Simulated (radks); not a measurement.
Results of a calculation; reference values are marked as such.
Fractional charge and spin in the 5s shell of technetium: the spin-up occupation runs from 0 to 1 and the spin-down occupation from 0 to 1; the fullest corner is Tc, [Kr] 4d(up 2.5, down 2.5) 5s(up 1, down 1). Level of theory: scalar-relativistic Kohn-Sham, PBE, spin-polarised, spherical densities, finite nucleus; Fermi nuclear charge, rms radius of each element as measured or else 0.836 A^(1/3) + 0.57 fm (a radial shooting solver on a logarithmic mesh with Libxc functionals). Energy (eV) above the fullest corner. The planes named below are the two flat planes that join the four corners, with an edge along up + down = one added electron.

down \ up,0,0.25,0.5,0.75,1
0,23.005,18.614,14.644,11.088,7.940
0.25,18.614,14.701,11.199,8.100,5.398
0.5,14.644,11.199,8.153,5.501,3.233
0.75,11.088,8.100,5.501,3.282,1.437
1,7.940,5.398,3.233,1.437,0.000

Corners above the fullest one (they belong to Tc+ and the next ion): (up 1, down 0) 7.940 eV, (up 0, down 1) 7.940 eV, (up 0, down 0) 23.005 eV. With half an added electron in each spin the energy lies 0.213 eV from the planes, and with half an added electron in spin up alone -0.829 eV. The planes are only a guide here: the flat-plane condition holds for ground states with one frontier orbital, while other shells are open and held unpolarised.
